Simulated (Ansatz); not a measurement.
CH4BCl2N (`CNB(Cl)Cl`) at its PBE0-D4/def2-TZVP geometry, where that method's forces vanish. The species carries charge 0 and has multiplicity 1.

```xyz
9

C     0.4666   -0.3733   -1.0515
N     0.0477   -0.3954    0.3308
B    -0.5587    0.6116    1.0598
Cl   -0.9308    2.1811    0.3496
Cl   -0.9755    0.3237    2.7520
H    -0.0655   -1.1287   -1.6363
H     0.2531    0.6044   -1.4793
H     1.5401   -0.5607   -1.1393
H     0.2231   -1.2626    0.8141
```

(1) What forces (eV/Å) does r2SCAN-D4/def2-TZVPP give on these atoms in Ansatz? (An estimate is asked.)

Answers

(1) The calculation gave: 
```
C1   0.071  0.006 -0.236
N2   0.003 -0.084  0.096
B3  -0.042  0.067  0.052
Cl4 -0.021  0.097 -0.048
Cl5 -0.025 -0.025  0.111
H6   0.012  0.005  0.004
H7   0.004 -0.029  0.016
H8  -0.013 -0.002 -0.003
H9   0.010 -0.035  0.007
```
